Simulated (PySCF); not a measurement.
r2SCAN on Br (bromine, neutral), [Ar] 3d10 4s2 4p4 4d1, one real determinant (an excited configuration). Computed with PySCF 2.14 in aug-cc-pVQZ-DK, with scalar relativity by spin-free X2C-1e.

```
cycle= 1 E= -2605.8199091983  delta_E= -0.0112  |g|= 0.0902  |ddm|= 0.805
cycle= 2 E= -2605.82034927925  delta_E= -0.00044  |g|= 0.0647  |ddm|= 0.292
cycle= 3 E= -2605.82078009682  delta_E= -0.000431  |g|= 0.00434  |ddm|= 0.139
cycle= 4 E= -2605.82078643341  delta_E= -6.34e-06  |g|= 0.000882  |ddm|= 0.0183
cycle= 5 E= -2605.8207867975  delta_E= -3.64e-07  |g|= 3.36e-05  |ddm|= 0.00333
cycle= 6 E= -2605.82078679856  delta_E= -1.06e-09  |g|= 6.51e-06  |ddm|= 0.000135
cycle= 7 E= -2605.8207867986  delta_E= -4.27e-11  |g|= 7.57e-07  |ddm|= 3.32e-05
converged SCF energy = -2605.8207867986  <S^2> = 3.7554704  2S+1 = 4.0027343
```

Highest occupied orbital energy: 0.704 eV; ⟨L²⟩ = 8.03; populations by l: s 8.00, p 16.00, d 11.00, f 0.00.

(1) Can this result be used?

Results:

(1) Not for this state. The calculation finished and met its thresholds. ⟨L²⟩ = 8.03 against 12 for a pure F term, so this real determinant mixes terms. The outer electron is Rydberg-like, and this basis confines it to a smaller radius and binds it less than a complete one would. At r2SCAN the highest occupied level has a positive energy, so only the finite basis holds that electron; for this excited configuration the basis is too tight for the outer shell.
